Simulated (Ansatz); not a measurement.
Program: Ansatz. Geometries: PBE0-D4/def2-TZVP. ΔE: electronic, gas phase. CCSD(T)/CBS adds triple-zeta CCSD(T) − MP2 to the extrapolated MP2 energy (def2 sets, frozen cores). This one scheme is used for every species. Functionals use def2-TZVPP. For Br outer-core shells are correlated without core-valence functions, which leaves a few kJ/mol of doubt a bond. Scalar relativity is left out up to krypton. Each species was taken in one conformer, which may not be the lowest.

Consider the formal exchange of groups at the Al–O bond: `[CH3][Al]([OH])[Br]` + SiH₄ → `[CH3][Al]([SiH3])[Br]` + H₂O.

`[CH3][Al]([OH])[Br]`:

Z-matrix (Å, degrees):
```
C
Al 1 1.930
H 1 1.093 2 110.8
H 1 1.092 2 111.3 3 120.8
H 1 1.093 2 110.8 3 -118.4
O 2 1.689 1 120.9 3 -121.0
Br 2 2.266 1 121.3 3 59.0
H 6 0.956 2 123.2 1 -180.0
```

SiH₄:

```xyz
5

Si    0.000    0.000    0.000
H    -0.449   -0.916    1.078
H    -0.073   -0.700   -1.307
H     1.400    0.420    0.259
H    -0.878    1.197   -0.030
```

`[CH3][Al]([SiH3])[Br]`:

Z-matrix (Å, degrees):
```
C
Al 1 1.943
H 1 1.095 2 110.5
H 1 1.095 2 110.5 3 -117.7
H 1 1.092 2 112.4 3 121.2
Si 2 2.450 1 125.2 3 58.6
Br 2 2.272 1 118.2 3 -121.4
H 6 1.492 2 110.5 1 -59.0
H 6 1.488 2 112.6 1 180.0
H 6 1.492 2 110.4 1 59.0
```

H₂O:

Z-matrix (Å, degrees):
```
O
H 1 0.960
H 1 0.960 2 105.1
```

```csv
level,ΔE (kJ/mol)
PBE-D4,118.0
ωB97X-V,138.2
PBE,120.2
MP2/def2-TZVPP,147.1
SCS-MP2/def2-TZVPP,149.9
MP2/def2-QZVPP,145.3
MP2/CBS(def2),143.5
CCSD/CBS(def2),137.1
```

(1) What does CCSD(T)/CBS give? (Best estimate.)

Largest T1 diagnostic among the species: 0.011.

Answers

(1) The calculation gave: +134.8 kJ/mol. The listed levels differ from it by -16.8, 3.4, -14.6, 12.3, 15.1, 10.5, 8.7, 2.3 kJ/mol.

In def2-TZVPP, CCSD(T) changes the Hartree–Fock value by −17.3 kJ/mol (the triples alone add −2.3 kJ/mol) and MP2 by −8.6 kJ/mol. From PBE to PBE0 (25 % exact exchange), in def2-TZVPP and without D4, ΔE moves by +3.2 kJ/mol.
